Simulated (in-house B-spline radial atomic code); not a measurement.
Values are calculated unless marked as measured or tabulated.
## Making a Troullier-Martins d channel for Br, r_c = 1.46 bohr

Br, [Ar] 3d10 4s2 4p5, non-relativistic LDA (VWN5), spherical and spin-unpolarised, from a B-spline radial code for spherical atoms (atomic units). The all-electron 3d level is ε = -2.522110 hartree and its outer maximum at 0.43 bohr.

Inside r_c the pseudo-orbital is u(r) = r^3 exp(p(r)), with p = c0 + c2 r² + c4 r⁴ + … + c12 r¹². The seven coefficients follow from p and its first four derivatives at r_c, from zero curvature of the screened potential at the origin, c4 = −c2²/(2l + 5), and from the norm inside r_c. At r_c the all-electron orbital has P = 0.2332746, P' = -0.5024377, the screened potential V = -1.74029, V' = 2.787388, V'' = -5.916497, and the norm inside is Q = 0.9875913.

**Question.** What are p, p' and p'' at r_c?

**Answer.** p = ln(P/r_c^3) = ln(0.2332746/3.11214) = -2.59085. p' = P'/P − 3/r_c = -2.15385 − 2.05479 = -4.20864. The radial equation gives p'' = 2(V − ε) − 2(3) p'/r_c − p'² = 1.56364 − (-17.29578) − 17.71266 = 1.14677. Differentiating, p''' = 2V' + 2(3)p'/r_c² − 2(3)p''/r_c − 2p'p'' = -1.3317, and p'''' = 2V'' − 4(3)p'/r_c³ + 4(3)p''/r_c² − 2(3)p'''/r_c − 2p''² − 2p'p''' = 2.4839.

For a trial c2 the five matching conditions are linear in c0, c6, c8, c10 and c12, and c2 is varied until the norm inside r_c equals Q. The root nearest zero gives:

```json
{"n": "0", "c_n": "3.427754"}
{"n": "2", "c_n": "-4.007163"}
{"n": "4", "c_n": "-1.78415"}
{"n": "6", "c_n": "3.418769"}
{"n": "8", "c_n": "-1.895022"}
{"n": "10", "c_n": "0.4773329"}
{"n": "12", "c_n": "-0.04653428"}
```

**Question.** Check c4 and p(r_c), and find the screened pseudopotential at the origin.

**Answer.** −c2²/9 = -1.78415, as listed. The terms c_n r_c^n are 3.42775, -8.54167, -8.10668, 33.11211, -39.12345, 21.00632, -4.36523, which sum to -2.59085. Inverting the radial equation, V_l(r) = ε + 3 p'/r + (p'' + p'²)/2, so V_l(0) = ε + (2l + 3) c2 = -2.52211 + 7 × (-4.00716) = -30.5722 hartree, finite where the all-electron potential diverges.

Orbitals and screened potentials:

```csv
r (bohr),P,u,V all-electron,V pseudo
0.146,0.4878,0.08796,-143.4,-30.5
0.365,1.266,0.8574,-32.78,-28.1
0.584,1.18,1.422,-12.94,-19.23
0.803,0.8628,1.086,-6.61,-7.529
1.022,0.5776,0.6277,-3.905,-1.509
1.241,0.3711,0.3733,-2.528,-1.493
1.46,0.2333,0.2333,-1.74,-1.74
```

Logarithmic derivatives P'/P at R = 1.76 bohr, for energies E around ε:

```tsv
E − ε (hartree)	all-electron	pseudo
-0.5	2.15916	2.20822
-0.25	1.81677	1.86528
-0.1	1.17374	1.21131
0	-2.21053	-2.21053
0.1	4.33993	4.50205
0.25	2.78341	2.88698
0.5	2.31123	2.41203
```
